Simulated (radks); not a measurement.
Fe, configuration [Ar] 3d6 4s2. Calculated with a radial shooting solver on a logarithmic mesh with Libxc functionals: non-relativistic Kohn-Sham, PBEsol, spin-polarised, spherical densities, point nucleus; open shells are filled with parallel spins first.

Unscreened Slater integrals over Kohn-Sham orbitals (hartree). They are taken over the spin-up orbitals.

| integral | value |
|---|---|
| F0(4s,4s) | 0.30792 |
| F0(4s,3d) | 0.39296 |
| G2(4s,3d) | 0.046969 |
| F0(4s,3p) | 0.40228 |
| G1(4s,3p) | 0.021308 |
| F0(3d,3d) | 0.85118 |
| F2(3d,3d) | 0.38549 |
| F4(3d,3d) | 0.23832 |
| F0(3d,3p) | 0.93843 |
| F2(3d,3p) | 0.43699 |
| G1(3d,3p) | 0.54131 |
| G3(3d,3p) | 0.32643 |
| F0(3p,3p) | 1.0514 |
| F2(3p,3p) | 0.52512 |

Derived for the open shells (J is the average intra-shell exchange parameter used in DFT+U). 3d: Racah B = F2/49 - 5 F4/441 = 0.005165 hartree, C = 35 F4/441 = 0.01891 hartree, C/B = 3.66, F4/F2 = 0.618, J = (F2 + F4)/14 = 0.04456 hartree.
